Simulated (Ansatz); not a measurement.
Reaction (atomization): `CO[C]1=[CH][GeH2]1` → 3 C• + Ge• + 6 H• + O•

Calculated with Ansatz (gas phase, PBE0-D4/def2-TZVP geometries, no zero-point term in ΔE). CBS: MP2 limit from def2 TZ/QZ plus the TZ coupled-cluster correction, frozen cores. This one scheme is used for every species, atoms too. DFT in def2-TZVPP. No spin–orbit coupling; open shells (•) take unrestricted orbitals. Spin–orbit coupling would lower the free atoms: a little for C, O; clearly for Ge. For Ge outer-core shells are correlated without core-valence functions, so the limit isn't a true one: a few kJ/mol of doubt a bond, and 10 to 20 or more in all where bonds break to atoms. Scalar relativity is left out up to krypton. Each species was taken in one conformer, which may not be the lowest.

```csv
level,ΔE (kJ/mol)
PBE-D4,4167.3
PBE0-D4,4072.3
ωB97X-V,4057.0
PBE,4146.0
r2SCAN,4067.3
MP2/def2-TZVPP,4028.4
CCSD(T)/def2-TZVPP,3952.4
CCSD/CBS(def2),3972.9
```

(1) What does CCSD(T)/CBS give? (Estimate.)

Largest T1 diagnostic among the species: 0.013.

Answers

(1) Computed: +4051.4 kJ/mol. The listed levels differ from it by 115.9, 20.9, 5.6, 94.6, 15.9, -23.0, -99.0, -78.5 kJ/mol.

In def2-TZVPP, CCSD(T) changes the Hartree–Fock value by +1124.6 kJ/mol (the triples alone add +78.5 kJ/mol) and MP2 by +1200.7 kJ/mol; breaking electron pairs costs correlation energy, which Hartree–Fock lacks. The D4 term adds +34.4 kJ/mol with B3LYP and +18.1 kJ/mol with PBE0; it sums over pairs of atoms, weighted by their polarisabilities, and B3LYP, whose exchange is more repulsive, gets the larger term. From PBE to PBE0 (25 % exact exchange), in def2-TZVPP and without D4, ΔE moves by −91.7 kJ/mol: exact exchange takes away binding that semilocal exchange gives to molecules.

B3LYP here is the variant with VWN-RPA as its local correlation; programs differ in this.

For atomizations the MP2-based limit and the directly extrapolated one differ by several kJ/mol either way, and by 10 to 25 for some Ge, Se and Sn compounds, so smaller differences from it don't rank the levels.
